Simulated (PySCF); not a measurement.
Start geometry of GaH2(iBu), `[H][Ga]([H])[CH2]C(C)C` from GFN2-xTB (Å):
```
atom  x, y, z in Å
Ga1    0.9888    1.4579    1.1590
H2     2.4922    1.6346    1.1277
H3     0.1908    2.9613    1.0654
C4     0.0048   -0.2175    1.2700
C5    -0.4501   -0.7733   -0.1476
C6     0.8211   -0.9899   -0.9207
C7    -1.2985    0.2407   -0.8499
H8    -0.9736   -0.0758    1.8426
H9     0.4988   -0.9584    1.8723
H10   -0.9957   -1.7089    0.0105
H11    1.3427   -0.0629   -1.0177
H12    0.6266   -1.4094   -1.8774
H13    1.4028   -1.6674   -0.4174
H14   -0.8282    1.1978   -0.9562
H15   -2.2467    0.4189   -0.2819
H16   -1.6100   -0.0816   -1.8123
```

**Question.** What comes out of this run: PySCF, PBE0-D3(BJ)/def2-SVP geometry optimisation, gas phase?

**Answer.** 
```
atom  x, y, z in Å
Ga1    0.961    1.542    1.234
H2     2.539    1.541    1.270
H3     0.223    2.937    1.206
C4    -0.059   -0.163    1.270
C5    -0.421   -0.711   -0.118
C6     0.825   -1.014   -0.945
C7    -1.360    0.228   -0.867
H8    -0.980    0.002    1.856
H9     0.544   -0.905    1.820
H10   -0.959   -1.667    0.025
H11    1.393   -0.091   -1.165
H12    0.568   -1.475   -1.911
H13    1.507   -1.695   -0.414
H14   -0.879    1.202   -1.066
H15   -2.275    0.430   -0.288
H16   -1.661   -0.193   -1.839
```

The energy falls by 0.603 eV over 7 energy and gradient evaluations, the largest force component goes from 0.0576 to 3.4e-04 Eh/bohr, and the atoms move by 0.106 Å rms after alignment. The bond that changes most is Ga1–H3 (ends: gallium bonded to C and 2 H; hydrogen on gallium), which shortens by 0.127 Å. Bonds longer at the end by more than 0.005 Å: 11 of 15; shorter: 4. Among the angles that change most is H2–Ga1–H3, from 111.1° to 118.0°. Rotational constants go from 5405, 1771, 1656 to 5315, 1682, 1558 MHz. The orientation of the end geometry is arbitrary; only internal coordinates are fixed.

The run used 143 basis functions and 44 SCF cycles in all. Time: 56 s wall; peak memory 0.55 GiB. Hardware: Arm Neoverse V2, one thread, shared host.

No frequency check. The numbers are those of one conformer.
